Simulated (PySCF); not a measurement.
From orbital energies to excitation energies

C₅H₁₁FN (charge +1).
InChI=1S/C5H11FN/c1-7(2)3-5(6)4-7/h5H,3-4H2,1-2H3/q+1

Computed with PySCF 2.14.0, density-fitted response routines, TDDFT B3LYP/def2-SVPD, vertical, gas phase, core orbitals frozen in the response. One conformer (not necessarily the lowest) at the GFN2-xTB geometry, without solvent, vibrations or thermal averaging.

Orbital energies (eV): HOMO-3 -15.82, HOMO-2 -15.55, HOMO-1 -14.20, HOMO -13.95, LUMO -4.16, LUMO+1 -3.72, LUMO+2 -3.14.

Computed singlets:

```csv
state,E (eV),f
S1,8.70,0.019
S2,9.11,0.0054
S3,9.11,0.0043
S4,9.41,0.0043
S5,9.67,0.0032
S6,9.93,0.0053
S7,9.99,0.0063
S8,10.07,0.0012
```

Question: Assign a leading configuration to S1, S2, S3, S4, S5 and S7 and set E beside the orbital difference Δε.

Answer: 

```csv
state,leading configuration,weight,Δε (eV),E (eV),E − Δε (eV),f,other configurations
S1,HOMO→LUMO,0.88,9.79,8.70,-1.09,0.019,H→L+1 (9%)
S2,HOMO-1→LUMO,0.86,10.04,9.11,-0.93,0.0054,H-1→L+1 (11%)
S3,HOMO→LUMO+1,0.88,10.22,9.11,-1.11,0.0043,H→L (8%)
S4,HOMO-1→LUMO+1,0.84,10.48,9.41,-1.07,0.0043,H-1→L (12%)
S5,HOMO→LUMO+2,0.89,10.80,9.67,-1.14,0.0032,–
S7,HOMO-1→LUMO+2,0.69,11.06,9.99,-1.07,0.0063,"H→L+3 (18%), H-1→L+4 (9%)"
```

E − Δε runs from -1.14 to -0.93 eV. Among themselves, these states come in the order of their orbital differences.

H and L stand for HOMO and LUMO. The other states: S6 9.93 eV, f 0.0053, H→L+3 (75%), H-1→L+2 (15%); S8 10.07 eV, f 0.0012, H-1→L+3 (66%), H→L+4 (25%).

Triplets (Tamm–Dancoff): T1 8.45 eV, H→L (70%), H→L+1 (23%); T2 8.81 eV, H-1→L (71%), H-1→L+1 (22%); T3 8.84 eV, H→L+1 (62%), H→L (20%), H→L+2 (13%).

Summed over the main configurations (up to three a state, each over 8%) of all 8 singlets, the electron leaves HOMO with weight 3.99 and HOMO-1 with weight 3.52.
